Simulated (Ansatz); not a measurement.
Consider the ligand exchange at the Si–Te bond: `C[SiH2][Te][SiH3]` + `[NH2][Sc]([OH])[OH]` → `[NH2][Sc]([OH])[O][SiH3]` + `C[SiH2][TeH]`.

Gas-phase electronic energies from Ansatz, PBE0-D4/def2-TZVP geometries. CCSD(T)/CBS adds triple-zeta CCSD(T) − MP2 to the extrapolated MP2 energy (def2 sets, frozen cores). Functionals use def2-TZVPP. HSE06 is defined as in plane-wave codes. def2 core potentials past Kr. For Sc, Te outer-core shells are correlated without core-valence functions, which leaves a few kJ/mol of doubt a bond. Scalar relativity is left out up to krypton. Each species was taken in one conformer, which may not be the lowest.

```tsv
level	ΔE (kJ/mol)	difference from CCSD(T)/CBS
HSE06-D4	-36.5	11.5
BHLYP-D4	-55.8	-7.8
CAM-B3LYP-D4	-57.8	-9.8
revPBE	-38.5	9.5
r2SCAN0	-48.1	-0.1
LC-ωPBE	-46.8	1.2
RPA@PBE/def2-TZVPP	-57.9	-9.9
HF/def2-TZVPP	-76.4	-28.4
CCSD/def2-TZVPP	-57.6	-9.6
SCS-MP2/def2-QZVPP	-53.1	-5.1
CCSD(T)/CBS	-48.0	0
```

Largest T1 diagnostic among the species: 0.016.

The D4 term adds +7.7 kJ/mol with B3LYP and +4.2 kJ/mol with PBE0; it sums over pairs of atoms, weighted by their polarisabilities, and B3LYP, whose exchange is more repulsive, gets the larger term. In def2-TZVPP, CCSD(T) changes the Hartree–Fock value by +22.8 kJ/mol (the triples alone add +4.1 kJ/mol) and MP2 by +30.8 kJ/mol. Leaving LDA and LC-ωPBE aside and taking each functional with its dispersion term where it has one, the values, not all of them listed here, spread over 27.6 kJ/mol, from B97M-V to PBE-D4.

B3LYP here is the variant with VWN-RPA as its local correlation; programs differ in this.
